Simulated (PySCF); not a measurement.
Sb2. Atoms are numbered in the order given.

```xyz
2

Sb     0.0000     0.0000    -1.2440
Sb     0.0000     0.0000     1.2440
```
Charge 0, spin multiplicity 1.

Coordinates come from a B3LYP-D3(BJ)/def2-TZVP optimisation. The def2 effective core potentials stand for the cores of Sb; spin–orbit coupling is left out.

All values below come from B3LYP-D3(BJ)/def2-TZVP in PySCF.

Frequencies are harmonic and unscaled.

```tsv
mode	ν (cm⁻¹)	IR (km/mol)	moving atoms (share of kinetic energy)
1	285	0.0	Sb 100 %
```
